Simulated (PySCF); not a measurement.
# Distorted geometries of Nd(NH2)3

Nd(NH2)3 (singlet in the valence; each metal's 4f electrons, 3 of them, lie in its core potential, out of spins and levels). PySCF 2.14.0, RKS B3LYP, Nd lcecp-1-SVP with ECP49, N def2-SVP, H def2-SVP; non-relativistic Hamiltonian with scalar-relativistic core potentials where named; density fitting; no spin-orbit coupling. Relaxed geometry:

```xyz
10

Nd   -0.0182   -0.0214    0.2812
N     2.2300   -0.0002    0.2589
H     2.8373    0.8234    0.2324
H     2.8625   -0.8019    0.1880
N    -1.1182    1.9220    0.0236
H    -0.7252    2.8676    0.0160
H    -2.1157    2.0443   -0.1737
N    -1.1096   -1.9336   -0.1748
H    -0.7332   -2.8805   -0.2741
H    -2.1095   -2.0196   -0.3775
```

Problem. Order these distorted geometries by energy above the relaxed one, lowest first.
A.
```xyz
10

Nd   -0.2948   -0.0826    0.1784
N     2.0418    0.2363    0.2260
H     2.9304    0.8443    0.3687
H     2.9634   -0.6992    0.3505
N    -1.1277    1.7980   -0.0575
H    -0.4290    3.0193    0.0406
H    -2.0294    1.7979   -0.2434
N    -0.9089   -1.8464   -0.1608
H    -0.9129   -2.9562   -0.4099
H    -2.2329   -2.1115   -0.2927
```
B.
```xyz
10

Nd   -0.0294    0.0269    0.3069
N     2.2397    0.0548    0.2628
H     2.9528    0.7736    0.1932
H     2.7213   -0.7829    0.1559
N    -1.2345    1.8887    0.0742
H    -0.7269    2.8036    0.0607
H    -1.9941    1.9421   -0.2311
N    -1.0720   -1.8089   -0.1284
H    -0.8041   -2.8988   -0.2658
H    -2.0529   -1.9993   -0.4284
```
C.
```xyz
10

Nd   -0.0128   -0.0588    0.2610
N     2.1915   -0.0135    0.2273
H     2.8005    0.8415    0.2203
H     2.8821   -0.8281    0.1837
N    -1.1594    1.9865    0.0266
H    -0.7272    2.8749    0.0369
H    -2.0635    1.9884   -0.1849
N    -1.1048   -1.9160   -0.1225
H    -0.6756   -2.8286   -0.3030
H    -2.1307   -2.0463   -0.3453
```

Solution. C (0.49 eV), B (1.90 eV), A (7.03 eV).

Problem. Which forces (eV/Å) act in the one that lies 0.49 eV up?

Solution. 
```
Nd  -0.73  1.86  0.14
N    2.20 -0.56 -0.06
H   -0.56 -0.80  0.00
H   -1.03  1.26  0.04
N    5.49 -3.04  1.42
H    0.19  1.49 -0.10
H   -5.22  0.61 -1.24
N   -1.53 -0.88 -0.55
H   -0.07 -0.07  0.03
H    1.26  0.14  0.31
```
Forces carry noise of the integration grid, about 0.01 to 0.03 eV/Å.

An lcecp potential fixes the number of 4f electrons, so in runs with it no electron can move into or out of that shell.
